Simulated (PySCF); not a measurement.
# Electron correlation in B (boron, neutral)

[He] 2s1 2p1 3s1, high-spin 4P determinant (an excited configuration). All numbers are calculated (PySCF 2.14, the non-relativistic Hamiltonian (point nucleus), in dyall-acv3z (15s9p4d2f, 76 functions)). Frozen: 1s2; 3 electrons correlated; the 18 highest virtual orbitals of each spin left out.

| level | correlation energy (mhartree) |
| --- | --- |
| CCSD | -10.07 |
| (T) | -0.09 |
| CCSD(T) | -10.16 |

Diagnostics: T1 = 0.010, D1 = 0.0243, largest double amplitude 0.042.

Question: Is a single reference adequate?

Answer: Yes: T1 lies below 0.03 and no double amplitude reaches 0.07.
